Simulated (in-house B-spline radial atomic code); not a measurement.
Tl⁺. Computed with a B-spline radial atomic code. Model: non-relativistic spherical atom: semilocal Troullier-Martins pseudo-atom, one channel per l, against all electrons, high spin, G0W0 and RPA with empty states to l = 8, local potential for every l without a channel, a model core (radius 0 = none) keeps its share of the functional.

The core holds an angular momentum without a channel of its own, so the local potential lets valence electrons into it.

Without relativity these are model numbers for so heavy an element.

What the tables leave out is listed at the end.

The pseudopotential gives back the lowest level of each angular momentum of its own functional in the configuration it was made in; a second state of the same l is only approximately right. Exact exchange, RPA and GW see the smooth pseudo-orbitals and miss the exchange with the core, for which the functional's share stands in. The column with an uncorrelated core keeps all orbitals and exact exchange, and so separates missing core correlation from pseudisation. Only the three outermost levels and the lowest empty one were computed. RPA here is direct RPA, with no exchange kernel, and its energies carry an (l + 1/2)⁻⁴ tail. A hybrid on a potential with a model core restores only its own semilocal share of the core's exchange.

Command:
```bash
python run_psgw.py task.json out
```
Settings (lengths in bohr, energies in hartree):
```
Z                      81
electrons              80
configuration          [Xe] 4f14 5d10 6s2
generated_in           [Xe] 4f14 5d10 6s2
functional             pbe,pbe
core_shells            11
radius_factor          1.15
core_correction        True
ion_configuration      [Xe] 4f14 5d10 6s1
```

Run time, properties included: 100 s on 1 thread of Arm Neoverse N1, on a shared host.

Given: made with PBE; model core radius 0.747 bohr; local radius 1.32 bohr; mean-field start PBE.

Valence shells of the generating configuration: 5p, 5d, 6s.

Channel: s 2.633, p 1.088, d 1.267 (radii in bohr).

Computed: largest level miss in the spin-unpolarised generating configuration 0.001 eV; valence RPA correlation energy all-electron orbitals -1.0537 hartree; valence RPA correlation energy pseudo -1.2947 hartree; all-electron RPA polarisability, core included 24.91 bohr³; pseudo-atom RPA polarisability 24.952 bohr³; ionisation by mean-field all-electron 17.612 eV; ionisation by RPA pseudo minus all 1.08 eV.

| level | occupied | mean-field all-electron (eV) | mean-field pseudo minus all (eV) | G0W0 all-electron (eV) | G0W0 uncorrelated core minus all (eV) | G0W0 pseudo minus all (eV) | exchange self-energy all-electron (eV) | exchange self-energy pseudo (eV) |
| --- | --- | --- | --- | --- | --- | --- | --- | --- |
| 6s | 1 | -13.851 | 0 | -17.838 | 0.034 | -1.057 | -13.255 | -13.519 |
| 5d | 1 | -25.334 | 0 | -31.687 | 0.107 | 0.716 | -38.86 | -30.934 |
| 6p (empty) | 0 | -8.2569 | -0.048 | -5.7849 | 0.032 | 0.083 | -4.0632 | -3.1007 |

**Question.** What is the ionisation by mean-field pseudo minus all?

**Answer.** 0.006 eV.

**Question.** What is the ionisation by RPA all-electron?

**Answer.** 17.944 eV.

Given: mean-field start PBE0.

Computed: valence RPA correlation energy all-electron orbitals -1.0003 hartree; all-electron RPA polarisability, core included 22.671 bohr³; pseudo-atom RPA polarisability 20.885 bohr³; ionisation by mean-field pseudo minus all 0.496 eV; ionisation by RPA all-electron 17.77 eV; ionisation by RPA pseudo minus all 1.205 eV.

```csv
level,occupied,mean-field all-electron (eV),mean-field pseudo minus all (eV),G0W0 all-electron (eV),G0W0 uncorrelated core minus all (eV),G0W0 pseudo minus all (eV),exchange self-energy all-electron (eV),exchange self-energy pseudo (eV)
6s,1,-14.589,-0.421,-17.764,0.036,-1.214,-13.076,-14.102
6p (empty),0,-7.4912,0.165,-5.739,0.03,0.238,-3.7956,-2.8412
```

**Question.** What is the valence RPA correlation energy pseudo?

**Answer.** -1.2305 hartree.

**Question.** What is the ionisation by mean-field all-electron?

**Answer.** 17.306 eV.

Among the listed levels the largest G0W0 shift of the pseudo-atom is -1.21 eV, for 6s on the PBE0 start, while leaving the core uncorrelated moves that level by +0.04 eV. So pseudisation and the lost core exchange, not the missing core correlation, make the error. Not in the tables (levels of low weight, unsolved or above zero; the highest and the empty levels are kept at any weight): on PBE the G0W0 levels 5p (pseudo minus all +2.17 eV, weights 0.16 and 0.01); on PBE0 the G0W0 levels 5d (pseudo minus all +1.06 eV, weights 0.84 and 0.83), 5p (pseudo minus all +1.60 eV, weights 0.09 and 0.22); no Hartree-Fock pseudo-atom is run with a model core.
